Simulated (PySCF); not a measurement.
Cyclo-(GeH2)4.
Z-matrix (Å and degrees, PBE0-D3(BJ)/def2-SVP geometry), rows numbered from 1:
```
Ge
H   1  1.5416
H   1  1.5421  2  108.51
Ge  1  2.4544  2  114.57  3   129.39
H   4  1.5419  1  114.51  2    -0.69
H   4  1.5428  1  114.11  2  -126.44
Ge  4  2.4556  1   90.14  2   116.94
H   7  1.5419  4  114.00  1   116.92
H   7  1.5415  4  114.78  1  -116.98
Ge  7  2.4552  4   89.88  1     0.28
H  10  1.5416  1  114.77  2     0.63
H  10  1.5422  1  113.89  2   126.66
```

Level of theory: PBE0-D3(BJ)/def2-SVP geometry optimisation, gas phase in PySCF 2.14.0.

Take the most abundant isotopes and a rigid rotor. The values belong to one conformer.

Task: Give the principal moments of inertia and the rotational constants in GHz.

Result: Ia = 485.31, Ib = 487.33, Ic = 947.37 u·Å²; 505379 MHz·u·Å²/I gives 1041, 1037 and 533.5 MHz, that is A = 1.0414, B = 1.0370, C = 0.5335 GHz.

Task: What kind of rotor is it?

Result: An oblate symmetric top, as the point group D4h requires two equal moments; the computed ones differ by 0.42 % because the geometry is symmetric only within the optimiser's tolerance. Ray's parameter κ = (2B − A − C)/(A − C) = 0.983; −1 is the prolate and +1 the oblate limit.

Task: What does the inertial defect say?

Result: Not planar: Δ = Ic − Ia − Ib = -25.26 u·Å². For a rigid frame Δ = −2 Σ m c², so Σ m c² = 12.63 u·Å² lies off the ab plane, practically all of it from hydrogen. The atom farthest from that plane is 1.27 Å away.

Task: Give the other two planar moments, Paa and Pbb, and the rms extents of the mass along the axes.

Result: Paa = Σ m a² = (Ib + Ic − Ia)/2 = 474.70 and Pbb = Σ m b² = (Ia + Ic − Ib)/2 = 472.68 u·Å². With the mass M = 303.75 u, the rms extents √(P/M) along a, b and c are 1.25, 1.25, 0.20 Å.

The point group D4h allows no dipole (computed: 0.03 D), so a rigid rotor has no electric-dipole lines.

Task: Estimate the classical rotational partition function at 10 K, 50 K and 200 K.

Result: Point group D4h, symmetry number σ = 8; q = (√π/σ)·√((kT/h)³/(ABC)), k/h = 20836.6 MHz/K: 878 at 10 K, 9820 at 50 K, 78500 at 200 K.

Whether it is a minimum is left open (no frequencies). No vibrational averaging or centrifugal distortion is included, and the geometry carries the error of its method.
